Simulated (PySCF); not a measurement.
SnHBr, SMILES [Br][SnH] (connectivity only; charge and spin as stated), neutral, multiplicity 1. Coordinates come from a PBE0-D3(BJ)/def2-TZVP optimisation. The def2 effective core potentials stand for the cores of Sn; spin–orbit coupling is left out.

Method: PBE0-D3(BJ)/def2-TZVP run with PySCF.

Harmonic wavenumbers (cm⁻¹): 242, 576, 1722. Rotational constants (GHz): 160.7, 1.656, 1.639; symmetry number 1.

Q: Work out the zero-point energy and the ideal-gas rigid-rotor harmonic-oscillator thermochemistry at 298.15 K and 1 atm.

A: ZPE = ½ Σ hcν = ½ × 2540 cm⁻¹ = 3.63 kcal/mol. H − E(el) = 6.42 kcal/mol. Entropy in cal/(mol K): translation 41.78, rotation 24.11, vibration 2.28, total 68.18. G − E(el) = -13.90 kcal/mol. Cp = 10.84 cal/(mol K).
